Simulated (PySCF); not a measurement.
H₄OSe₂Si. Atoms are numbered in the order given.

```xyz
8

Se    -0.4235     0.3513     0.8581
Se     1.1397     1.0468    -0.6802
H      2.3323     0.8751     0.1759
O     -0.4396    -1.4514     0.6578
Si    -1.3190    -2.1271    -0.6123
H     -2.7646    -1.7679    -0.5024
H     -1.1386    -3.5996    -0.4851
H     -0.7955    -1.6534    -1.9280
```
Charge 0, spin multiplicity 1.

Geometry optimised at PBE0-D3(BJ)/def2-SVP. One conformer was computed; it need not be the lowest.

Level of theory: PBE/def2-TZVP in PySCF.

ESP charges are fitted to the potential on shells at 1.4 to 2.0 van der Waals radii. Atomic charges (e):

```csv
atom,Mulliken,IAO,ESP fit,Löwdin
Se1,0.15,0.32,0.06,0.18
Se2,-0.12,-0.04,-0.08,0.02
H3,0.13,0.06,0.12,0.03
O4,-0.37,-0.76,-0.27,-0.19
Si5,0.30,0.79,0.36,0.08
H6,-0.03,-0.13,-0.06,-0.04
H7,-0.02,-0.11,-0.06,-0.04
H8,-0.03,-0.13,-0.07,-0.04
```

Computed Mayer and Wiberg (Löwdin basis) orders of the bonds:
```json
[
 {"bond": "Se1–Se2", "Mayer": "1.30", "Wiberg": "1.85"},
 {"bond": "Se2–H3", "Mayer": "0.93", "Wiberg": "1.04"},
 {"bond": "Se1–O4", "Mayer": "0.94", "Wiberg": "1.45"},
 {"bond": "O4–Si5", "Mayer": "1.09", "Wiberg": "1.59"},
 {"bond": "Si5–H6", "Mayer": "0.93", "Wiberg": "0.97"},
 {"bond": "Si5–H7", "Mayer": "0.94", "Wiberg": "0.96"},
 {"bond": "Si5–H8", "Mayer": "0.93", "Wiberg": "0.97"}
]
```
